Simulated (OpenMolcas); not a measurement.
A calculation on Ni7+.

```json
{"Program": "OpenMolcas 26.06", "Method": "XMS-CASPT2, IPEA 0.25 Eh, imaginary shift 0.1 Eh (closed shells correlated: 3s 3p)", "Basis": "ANO-RCC-VTZP [6s5p3d2f1g]", "Scalar Hamiltonian": "DKH2, point nucleus", "Active space": "3 electrons in 5 orbitals (3d)", "State averaging": "2S+1 = 4 even, 10 roots; 2S+1 = 2 even, 40 roots", "Spin-orbit coupling": "state interaction with AMFI integrals over the reference wave functions, term energies averaged over their components"}
```

(1) Which level of the active space comes out lowest?

(2) How high does 3d³ ⁴F_5/2 lie?

(3) How high does 3d³ ²P_1/2 lie?

(4) How high does 3d³ ⁴P_3/2 lie?

(5) The level at 34090 cm⁻¹ has J = 3/2. What is it made of, and what is its g factor?

Measured values: Corliss and Sugar, J. Phys. Chem. Ref. Data 10, 197 (1981).

## Answers

(1) 3d³ ⁴F_3/2, with 100 % of that term; it is also the measured ground level.

(2) 987 cm⁻¹ above the lowest level; measured 1012 cm⁻¹ above the ground level, so the calculation is off by -2 %.

(3) 34640 cm⁻¹ above the lowest level.

(4) 24610 cm⁻¹ above the lowest level; measured 23710 cm⁻¹ above the ground level, so the calculation is off by +4 %.

(5) 52 % 3d³ ²P_3/2, 44 % 3d³ ²D(1), 4 % 3d³ ⁴P; g = 1.114, against 1.334 from Landé's formula for the pure leading term.

Term energies are means over components that CASPT2 splits; among the terms shown or strongly mixed into the levels shown the widest spread is 1500 cm-1 (3d³ ⁴F). Measured partners are found by configuration, term and J. A level has none where our copy of the source lacks it or the pairing is in doubt (some pairs that miss far off the trend of their configuration count as doubtful), and it then counts in no deviation. Levels of configurations outside the active space are missing.

A number in round brackets counts repeated terms of one configuration in the order of the reference energies.
